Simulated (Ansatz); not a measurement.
Geometry optimisation, Ansatz 0.2.0, RHF/def2-SVP.

Input:

```yaml
crystal:
  periodic: [false, false, false]
  atoms:
    - { symbol: Ga, position_ang: [0.0, 0.0, 0.0] }
    - { symbol: H, position_ang: [1.0535, 0.0, 1.4223] }
    - { symbol: "N", position_ang: [2.0931, 0.0, 0.3944] }
    - { symbol: H, position_ang: [2.5598, -0.9179, 0.1426] }
    - { symbol: H, position_ang: [2.5445, 0.9179, 0.1162] }
    - { symbol: H, position_ang: [-1.3596, 0.0, -0.785] }
basis:
  gaussian: { orbitals: def2-SVP }
hamiltonian:
  xc: hf
relax:
  f_tol: 0.15
  max_steps: 25
  restrain:
    - { distance: [1, 2], at: 2.26, k: 30.0 }
    - { distance: [0, 1], at: 1.57, k: 30.0 }
    - { distance: [0, 2], at: 1.93, k: 30.0 }
output:
  orbitals: {}
```

Run as:

```bash
$ ansatz run input.yaml --threads 1 --pin off --max-ram 2048MiB --backend cpu --events-out ev --progress --plain --runs-dir out
```

Question: Where does it end, and by what steps?

Answer: The forces met the threshold. The restraints hold the end off the free minimum; the threshold counts their pulls, which the force column leaves out. Restrained pairs: H2–N3 (1.46 → 2.32 Å), Ga1–H2 (1.77 → 1.55 Å), Ga1–N3 (2.13 → 1.86 Å). After 11 steps the energy has fallen by 4.278 eV (the restraints' own energy left out); H5 moved furthest, 0.94 Å.

| step | energy less start (eV) | largest force component (eV/Å) | accepted |
| --- | --- | --- | --- |
| 0 | 0.0000 | 3.140 | yes |
| 1 | -0.9882 | 2.813 | yes |
| 2 | -2.0248 | 2.649 | yes |
| 3 | -3.3114 | 1.876 | yes |
| 4 | -3.4695 | 2.713 | yes |
| 5 | -3.5055 | 1.778 | yes |
| 6 | -3.6228 | 1.761 | yes |
| 7 | -3.8393 | 1.807 | yes |
| 8 | -4.0400 | 1.933 | yes |
| 9 | -4.2467 | 2.086 | yes |
| 10 | -4.2853 | 1.961 | yes |
| 11 | -4.2780 | 2.057 | yes |

```xyz
6
Properties=species:S:1:pos:R:3
Ga 0.174 -0.038 0.250
H 0.517 -0.671 1.623
N 2.020 0.109 0.030
H 2.582 -0.239 0.781
H 2.590 0.467 -0.712
H -0.993 0.371 -0.683
```

Run time: 20 s on 1 thread of AMD EPYC 7R43 64-Core Processor (Zen 3), on a shared host, peak memory 0.12 GiB.
